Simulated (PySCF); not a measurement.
## From computed data to an observable: oscillator strength and radiative lifetime

CH4FNOSi2, SMILES [SiH2]1OC=N[Si@@H]1F.

Coordinates come from a r2SCAN-D4/def2-SVP optimisation. The structure was generated by enumeration; whether it is a known compound was not checked.

TDDFT-PBE/def2-SVPD in PySCF puts the first singlet state with f over 0.02 at 5.25 eV (vertical), with the transition dipole (0.612, 0.324, 0.254) in atomic units.

Find the oscillator strength, the wavelength and the radiative lifetime that this transition would have in vacuum if emission retraced absorption.


|μ|² = 0.5440 au, so |μ| = 1.87 D. ΔE = 5.25/27.211 = 0.1929 hartree. f = (2/3) ΔE |μ|² = 0.070 (the program prints 0.070).
λ = 1239.84/5.25 = 236 nm; ν = 42344 cm⁻¹.
Einstein's coefficient A = 0.6670 ν² f s⁻¹ (ν in cm⁻¹) = 8.4e7 s⁻¹, so τ = 1/A = 12 ns. This state is S2; the lower singlet has f = 0.007. The figure is the radiative limit of this one transition; relaxation, internal conversion, crossing to triplets and a medium change what is measured.
